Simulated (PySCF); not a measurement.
SiCl2FI, SMILES F[Si](Cl)(Cl)I.

Geometry optimised at PBE0-D3(BJ)/def2-SVP. The structure was generated by enumeration, and PubChem lists no compound with its InChIKey, so it may never have been made. The def2 effective core potentials stand for the cores of I; spin–orbit coupling is left out.

All values below come from PySCF with TDDFT-PBE/def2-SVPD.

Vertical excitations. The molecule is in vacuum. State labels are in the subgroup Cs.

**Question.** Estimate the UV-visible absorptions. (The exact figures need the calculation; the answer reports its results.)

**Answer.** 
| state | symmetry | energy (eV) | λ (nm) | f | main pairs |
|---|---|---|---|---|---|
| S1 | A" | 4.97 | 250 | 0.007 | HOMO→LUMO 99 % |
| S2 | A' | 5.03 | 247 | 0.008 | HOMO−1→LUMO 99 % |
| S3 | A" | 6.11 | 203 | 0.006 | HOMO−2→LUMO 99 % |
| S4 | A" | 6.37 | 194 | 0.003 | HOMO→LUMO+1 97 % |
| S5 | A" | 6.43 | 193 | 0.001 | HOMO−4→LUMO 97 % |
| S6 | A' | 6.44 | 193 | 0.016 | HOMO−3→LUMO 61 %, HOMO−1→LUMO+1 37 % |
| S7 | A' | 6.58 | 188 | 0.013 | HOMO→LUMO+2 43 %, HOMO−1→LUMO+1 39 %, HOMO−3→LUMO 14 % |
| S8 | A" | 6.74 | 184 | 0.000 | HOMO−1→LUMO+2 97 % |
| S9 | A" | 6.77 | 183 | 0.000 | HOMO→LUMO+3 97 % |
| S10 | A' | 6.81 | 182 | 0.005 | HOMO−5→LUMO 60 %, HOMO−1→LUMO+3 35 % |
| T1 | A" | 4.54 | 273 | 0 | HOMO→LUMO 100 % |
| T2 | A' | 4.60 | 270 | 0 | HOMO−1→LUMO 99 % |
| T3 | A" | 5.88 | 211 | 0 | HOMO−2→LUMO 99 % |
| T4 | A' | 5.91 | 210 | 0 | HOMO−3→LUMO 88 % |
Triplets are in the Tamm–Dancoff approximation, which puts them higher than full response would, so one can lie above its singlet here.
